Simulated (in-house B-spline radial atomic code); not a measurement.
A radial electron density 4πr²n(r) was computed for an atom or ion in its tabulated ground configuration with a B-spline radial code for spherical atoms; method: Dirac-Kohn-Sham OLYP, spherical fractional occupations. Columns: r (bohr), 4πr²n(r) (electrons per bohr), bar.

```
 0.00186    1.381 #
 0.00227    1.973 ##
 0.00276    2.782 ##
 0.00336    3.902 ###
 0.00409    5.423 #####
 0.00498    7.457 ######
 0.00607    10.13 #########
 0.00739    13.52 ############
   0.009    17.68 ###############
   0.011    22.68 ###################
  0.0133    27.91 ########################
  0.0162    33.45 #############################
  0.0198    38.52 #################################
  0.0241    42.12 ####################################
  0.0293    43.61 #####################################
  0.0357    42.68 #####################################
  0.0435    39.87 ##################################
  0.0529    36.81 ################################
  0.0644    35.72 ###############################
  0.0785     38.3 #################################
  0.0955    44.06 ######################################
   0.116    49.84 ###########################################
   0.142     51.3 ############################################
   0.172    46.11 ########################################
    0.21    36.52 ###############################
   0.256    29.23 #########################
   0.311    28.71 #########################
   0.379    32.87 ############################
   0.462    34.97 ##############################
   0.562    30.57 ##########################
   0.684    21.37 ##################
   0.833    12.29 ###########
    1.01    6.709 ######
    1.24    4.088 ####
     1.5    2.926 ###
    1.83    1.818 ##
    2.23   0.8412 #
    2.72   0.2739 
    3.31  0.06052 
    4.03 0.007737 
     4.9 0.0005331 
    5.97 1.658e-05
```

Question: Which atom or ion is it?
A. Br3+
B. Se4+
C. Sr5+
D. Br4+

Answer: D. The area under the curve, ∫4πr²n dr = ∫r·4πr²n d(ln r) on this logarithmic grid, is 31 electrons, which only this option has. The configuration is [Ar] 3d10 4s2 4p1.
